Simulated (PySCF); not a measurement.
Input file for PySCF: R-M06-2X/6-31G* on GeH4SSi (SMILES [SiH3][Ge][SH]), a point of a torsion scan.

```python
from pyscf import gto, scf, dft, mp
from pyscf.data.elements import chemcore

mol = gto.M(
    atom='''
    Si    0.99899249   -0.06740963   -0.00691038
    Ge   -0.57047106    1.79218696   -0.12209284
    S    -2.38747060    0.48403957    0.03864952
    H     0.66482022   -1.30188906   -0.72569387
    H     2.34401666    0.32371996   -0.45932202
    H     1.15511881   -0.44444415    1.40836469
    H    -3.16286996    1.38520341    0.63540240
    ''',
    basis='6-31g*',
    cart=True,
    charge=0, spin=0, verbose=3, max_memory=1800)
mf = dft.RKS(mol, xc='m062x')
mf.conv_tol = 1e-8
mf.max_cycle = 100
mf.kernel()
if not mf.converged:
    mf = mf.newton().run(mf.mo_coeff, mf.mo_occ)
```

It printed:

```
converged SCF energy = -2766.71423172145
```

The run converged.

Cost: around 30 core-seconds (rough).
